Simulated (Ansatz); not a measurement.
Computed with Ansatz on PBE0-D4/def2-TZVP structures; ΔE is electronic, products minus reactants. CBS: MP2 limit from def2 TZ/QZ plus the TZ coupled-cluster correction, frozen cores. This one scheme is used for every species. Functionals use def2-TZVPP. For Ge outer-core shells are correlated without core-valence functions, which leaves a few kJ/mol of doubt a bond. Scalar relativity is left out up to krypton. One conformer a species, not always the lowest.

`O[CH2][GeH2][SiH3]` + CH₃SH → `C[S][GeH2][SiH3]` + CH₃OH  (ligand exchange at a Ge–C bond)

Question: Is it downhill or uphill in electronic energy at CCSD(T)/CBS, and by how much? (Best estimate.)

Answer: Ansatz gave: Downhill: ΔE = -73.3 kJ/mol.

Question: What do these levels give: PBE-D4, PBE0-D4, ωB97X-V, B2PLYP, PBE, HF/def2-TZVPP, MP2/def2-TZVPP, SCS-MP2/def2-TZVPP, CCSD(T)/def2-TZVPP, HF/def2-QZVPP, SCS-MP2/def2-QZVPP, HF/CBS(def2)? (An estimate is asked.)

Answer: Computed: PBE-D4 -75.3, PBE0-D4 -76.7, ωB97X-V -71.6, B2PLYP -73.0, PBE -71.9, HF/def2-TZVPP -76.2, MP2/def2-TZVPP -75.4, SCS-MP2/def2-TZVPP -73.6, CCSD(T)/def2-TZVPP -70.8, HF/def2-QZVPP -76.0, SCS-MP2/def2-QZVPP -74.9, HF/CBS(def2) -76.0 kJ/mol.

Largest T1 diagnostic among the species: 0.011.

The D4 term adds −5.6 kJ/mol with B3LYP and −3.2 kJ/mol with PBE0; it sums over pairs of atoms, weighted by their polarisabilities, and B3LYP, whose exchange is more repulsive, gets the larger term.

B3LYP here is the variant with VWN-RPA as its local correlation; programs differ in this.
